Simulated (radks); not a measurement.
Results of a calculation; reference values are marked as such.
Task: Valence configurations of the hafnium ion Hf+ (all share [Xe]). Code: a radial shooting solver on a logarithmic mesh with Libxc functionals. Model: Dirac Kohn-Sham, PBE, spin-unpolarised, spherical densities, finite nucleus; open shells fill j = l - 1/2 first; Fermi nuclear charge, rms radius 5.347 fm. Order these by energy: 4f14 5d0.5 6s2 6p0.5; 4f12 5d1 6s2 6p2; 4f10 5d3 6s2 6p2; 4f14 5d1 6s0.5 6p1.5; 4f14 6s2 6p1; 4f14 5d1 6s2; 4f14 5d1 6s1 6p1; 4f14 5d2 6s1; 4f14 5d1 6s1.5 6p0.5; 4f13 5d2 6s2.

Result: From the lowest, in eV above it: 4f14 5d1 6s2 0.000; 4f14 5d2 6s1 1.204; 4f14 5d0.5 6s2 6p0.5 1.948; 4f14 5d1 6s1.5 6p0.5 2.215; 4f14 6s2 6p1 4.265; 4f14 5d1 6s1 6p1 4.454; 4f14 5d1 6s0.5 6p1.5 6.714; 4f13 5d2 6s2 17.436; 4f12 5d1 6s2 6p2 57.392; 4f10 5d3 6s2 6p2 134.05. NIST lists [Xe] 4f14 5d1 6s2 as the ground configuration; this level of theory agrees among the configurations tried. The energies are those of spherical spin-averaged densities, not of single terms.
